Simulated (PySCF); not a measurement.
Spinor energies of Tm(42+) (thulium, charge +42)

Start: [Ar] 3d9; 3d3/2 filled at m_j = -1/2, +1/2, +3/2; 3d5/2 filled at m_j = -5/2, -3/2, -1/2, +1/2, +3/2, +5/2. Calculated with PySCF 2.14 in an even-tempered Gaussian basis (16 s from 9.4 bohr⁻², ratio 2.8; 13 p from 12 bohr⁻², ratio 2.8; 8 d from 12 bohr⁻², ratio 2.8; 3 f from 46 bohr⁻², ratio 3): generalised Hartree-Fock with the X2C-1e Hamiltonian and a Gaussian nucleus; one run each with spin-orbit coupling (SO) screened by Boettger's factors, then bare. This is a chosen level, not necessarily the ground level.

| spinor shell | electrons | ε, screened SO (eV) | ε, bare SO (eV) | weight of nominal j (bare SO) | rms radius, bare SO (bohr) |
| --- | --- | --- | --- | --- | --- |
| 1s1/2 | 2 | -61764.4 | -61763.7 | 1.000 | 0.0227 |
| 2s1/2 | 2 | -12228.8 | -12228.7 | 1.000 | 0.0916 |
| 2p1/2 | 2 | -11741.2 | -11765.7 | 1.000 | 0.0779 |
| 2p3/2 | 4 | -10754.8 | -10746.6 | 1.000 | 0.0850 |
| 3s1/2 | 2 | -4239.1 | -4239.1 | 1.000 | 0.230 |
| 3p1/2 | 2 | -4024.7 | -4030.2 | 1.000 | 0.221 |
| 3p3/2 | 4 | -3805.5 | -3803.6 | 1.000 | 0.234 |
| 3d3/2 | 3 | -3468.8 | -3474.1 | 0.998 | 0.205 |
| 3d5/2 | 6 | -3420.6 | -3417.4 | 0.999 | 0.209 |

```tsv
quantity	screened SO	bare SO
E (hartree)	-12361.74489	-12362.35320
M_J	3/2	3/2
⟨J²⟩	3.750	3.750
⟨L²⟩	6.044	6.047
⟨S²⟩	0.794	0.797
```

Each row is a mean over spinors that exchange with the open shell spreads, by up to 22.380 eV (3p1/2).

Breit and QED terms are absent; they matter most for the inner s and p1/2 levels.

Densities and radii are taken from the X2C orbitals without a picture-change correction, which distorts them close to the nucleus.
